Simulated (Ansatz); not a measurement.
Reaction (ligand exchange at the Si–O bond): `[OH][GeH2][O][SiH](O)O` + H–F → `O[SiH](O)F` + `[OH][GeH2][OH]`

Program: Ansatz. Geometries: PBE0-D4/def2-TZVP. ΔE: electronic, gas phase. CCSD(T)/CBS adds triple-zeta CCSD(T) − MP2 to the extrapolated MP2 energy (def2 sets, frozen cores). This one scheme is used for every species. For Ge outer-core shells are correlated without core-valence functions, which leaves a few kJ/mol of doubt a bond. Scalar relativity is left out up to krypton. One conformer a species, not always the lowest.

| species | MP2/def2-QZVPP energy (Eh) |
| --- | --- |
| `[OH][GeH2][O][SiH](O)O` | -2669.37602 |
| H–F | -100.36692 |
| `O[SiH](O)F` | -541.10689 |
| `[OH][GeH2][OH]` | -2228.64142 |

(1) Work out ΔE.

Largest T1 diagnostic among the species: 0.012.

## Answers

(1) ΔE = (-541.10689) + (-2228.64142) − (-2669.37602) − (-100.36692) = -0.00537 Eh = -0.15 eV. CCSD(T)/CBS gives -0.15 eV.

The D4 term adds +0.14 eV with B3LYP and +0.08 eV with PBE0; it sums over pairs of atoms, weighted by their polarisabilities, and B3LYP, whose exchange is more repulsive, gets the larger term. In def2-TZVPP, CCSD(T) changes the Hartree–Fock value by +0.14 eV (the triples alone add +0.02 eV) and MP2 by +0.15 eV.

B3LYP here is the variant with VWN-RPA as its local correlation; programs differ in this.
